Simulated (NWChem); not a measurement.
# BiBrF2; SMILES [F][Bi]([Br])[F]

This build's default masses of Se (78.918 u) and Br (79.917 u) are each other's, which moves their modes by up to 0.6 %. def2 effective core potentials on Bi; no spin-orbit coupling.

Task: Give the equilibrium geometry at PBE-D3(BJ)/def2-SVP with def2 effective core potentials on Bi (NWChem) as a list of bonds and angles, with the point group.

Result: point group Cs; any orientation.
Bonds (Å): Bi1–F2 2.048, Bi1–F3 2.048, Bi1–Br4 2.625. Bond angles (°): F2–Bi1–F3 95.8, F2–Bi1–Br4 99.4, F3–Bi1–Br4 99.4.
